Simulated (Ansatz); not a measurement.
`[SiH3]/C=C/[SiH2]Cl` → `C=C[SiH3]` + `[SiH]Cl` at 400 K and 1 bar (silylene formation by 1,1-elimination).

Calculated with Ansatz (gas phase, PBE0-D4/def2-TZVP geometries, no zero-point term in ΔE). CBS: MP2 limit from def2 TZ/QZ plus the TZ coupled-cluster correction, frozen cores. This one scheme is used for every species. One conformer a species, not always the lowest.

```csv
species,CCSD(T)/CBS energy (Eh),H − E (kJ/mol),S (J/(mol·K))
`[SiH3]/C=C/[SiH2]Cl`,-1118.27689,238.1,417.2
`C=C[SiH3]`,-368.76077,199.4,311.5
`[SiH]Cl`,-749.43948,35.1,263.9
```

H − E and S are ideal-gas, rigid-rotor, harmonic terms from PBE0-D4/def2-TZVP, for one conformer and one mirror image of each species. 1 Eh = 2625.50 kJ/mol, R = 8.31446 J/(mol·K).

Q: By hand: ΔE, ΔH, ΔS and ΔG.

A: ΔE = (-368.76077) + (-749.43948) − (-1118.27689) = 0.07664 Eh = 201.2 kJ/mol. Δ(H − E) = 199.4 + 35.1 − 238.1 = -3.6, so ΔH = 197.6 kJ/mol. ΔS = 311.5 + 263.9 − 417.2 = 158.2 J/(mol·K). ΔG = 197.6 − 400 × (158.2)/1000 = 134.3 kJ/mol.

Q: By hand: the equilibrium constant, and the temperature at which ΔG would vanish if ΔH and ΔS stayed fixed.

A: log₁₀ K = −ΔG/(RT ln 10) = -17.5. ΔG = 0 at ΔH/ΔS = 1249 K.

The number of gas molecules changes by +1, which sets the sign of ΔS. A doubt of 5 kJ/mol in ΔE shifts log₁₀ K by 0.7 here. Other conformers and mirror images would add mixing entropy, several J/(mol·K) or more a flexible species. Modes under 60 cm⁻¹, often nearly free rotors, make the harmonic entropy too high. These are equilibria of isolated gas molecules and say nothing of rates. Largest T1 diagnostic: 0.013 (customary marks: 0.02 for closed shells, 0.045 for open ones).
